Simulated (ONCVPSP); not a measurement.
Transferability test, ONCV potential for Yb (Z = 70)

ONCVPSP 4.0.1 input, shortened (lines: element, Z, core and valence counts, functional; n l f; lmax; l rc ep ncon nbas qcut; lloc lpopt rc5 dvloc0; l nproj debl; icmod fcfact rcfact), PBE, fully relativistic:

```
  Yb 70.00   12    2        4      upf
    1    0    2.00
    2    0    2.00
    2    1    6.00
    3    0    2.00
    3    1    6.00
    3    2   10.00
    4    0    2.00
    4    1    6.00
    4    2   10.00
    4    3   13.00
    5    0    2.00
    5    1    6.00
    5    2    1.00
    6    0    2.00
    3
    0    3.40    0.00    3    6    2.00
    1    2.90    0.16    3    8    3.10
    2    2.45    0.00    5    8    4.40
    3    3.65    0.08    4    7    3.40
    4    5    1.95    3.00
    0    2    0.80
    1    2    1.00
    2    2    3.80
    3    2    0.60
    3    2.25    1.20
```

Open shells are filled in proportion to 2j + 1.

Energies are relative to the spin-unpolarised reference configuration 5d1 6s2; without spin polarisation the order of configurations can differ from experiment. Not all tests gave a result: 1 of 4 tests not solved or not reliable.

| valence configuration | charge | ΔE all-electron (eV) | error AE − PS (meV) |
| --- | --- | --- | --- |
| 5d1 6s1 | +1 | 7.259 | +3.5 |
| 5d1 6s0 | +2 | 20.364 | +125 |
| 5d1 6s1.5 | +0.5 | 2.941 | +0.5 |

Levels in the configuration 5d1 6s1:

```
   level  all-electron (eV)  pseudo (eV)
5d j=5/2             -7.804       -7.837
5d j=3/2             -8.187       -8.226
6s j=1/2            -10.069      -10.053
```

Note: ghosts flagged at negative energy: p3/2 at -14.1 eV, f7/2 at -75.4 eV, f5/2 at -72.8 eV; GHOST(+) flagged for s at 32.0 eV, p1/2 at 52.1 eV, f5/2 at 328.2 eV. A true bound ghost makes a file unfit for plane-wave use.
